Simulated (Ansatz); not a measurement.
Gas-phase electronic energies from Ansatz, PBE0-D4/def2-TZVP geometries. CBS: MP2 limit from def2 TZ/QZ plus the TZ coupled-cluster correction, frozen cores. This one scheme is used for every species. Functionals use def2-TZVPP. For Br outer-core shells are correlated without core-valence functions, which leaves a few kJ/mol of doubt a bond. Scalar relativity is left out up to krypton. Each species was taken in one conformer, which may not be the lowest.

`OC[SiH2][SiH3]` + HBr → `OC[SiH2]Br` + SiH₄  (cleavage of the Si–Si bond)

(1) Is it downhill or uphill in electronic energy at CCSD(T)/CBS, and by how much? (An estimate is asked.)

(2) What do these levels give: r2SCAN-D4, B2PLYP, r2SCAN, SCS-MP2/def2-TZVPP, CCSD/def2-TZVPP, HF/CBS(def2)? (Estimate.)

Largest T1 diagnostic among the species: 0.012.

## Answers

(1) Computed: Downhill: ΔE = -103.5 kJ/mol.

(2) Computed: r2SCAN-D4 -98.1, B2PLYP -104.1, r2SCAN -98.6, SCS-MP2/def2-TZVPP -109.7, CCSD/def2-TZVPP -100.5, HF/CBS(def2) -117.8 kJ/mol.

From PBE to PBE0 (25 % exact exchange), in def2-TZVPP and without D4, ΔE moves by −6.4 kJ/mol. In def2-TZVPP, CCSD(T) changes the Hartree–Fock value by +19.1 kJ/mol (the triples alone add +1.7 kJ/mol) and MP2 by +7.6 kJ/mol.
